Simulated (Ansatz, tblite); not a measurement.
Removing and adding an electron: Ga(H2S)F3 (GaH2SF3). Total charge 0; singlet. Geometry: PBE-D4/def2-SVP. Ansatz, gas phase; energy differences of separate SCF runs; the oxidised species was run as a doublet alone; the reduced species was run as a doublet alone.

```xyz
7

Ga    0.299    0.563   -0.803
S    -0.105   -0.318    1.551
H    -1.418   -0.556    1.261
H     0.252   -1.580    1.171
F    -0.480    2.142   -0.693
F    -0.607   -0.724   -1.612
F     2.060    0.472   -0.876
```

The xTB rows come from tblite. HOMO above LUMO, or a gap near zero within one spin, warns that the state may not be the lowest or that an electron is smeared out.

```csv
level,−HOMO (eV),vertical IE (eV),−LUMO (eV),vertical EA (eV),HOMO–LUMO gap (eV),IE − EA (eV),remarks
GFN1-xTB,13.15,16.44,7.54,4.26,5.62,12.18,–
GFN2-xTB,13.20,16.28,8.27,5.07,4.92,11.20,–
PBE-D4/def2-TZVP,8.37,11.46,2.28,–,6.10,–,gap within one spin near zero (+1 doublet)
PBE-D4/def2-TZVPD,8.46,–,2.35,0.33,6.11,–,HOMO above zero (-1 doublet)
r2SCAN-D4/def2-TZVP,8.77,11.74,2.02,–,6.75,–,–
r2SCAN-D4/def2-TZVPD,8.82,–,2.06,0.11,6.76,–,HOMO above zero (-1 doublet)
PBE0-D4/def2-TZVP,9.93,12.13,1.28,–,8.65,–,–
PBE0-D4/def2-TZVPD,9.98,–,1.40,0.14,8.58,–,HOMO above zero (-1 doublet)
```

   A HOMO above zero means that the electron is unbound at that level or that self-interaction error raises the level; the energy of removing that electron tells which. Raw xTB energy differences between charge states are shifted by several eV; the methods need an empirical correction for them.
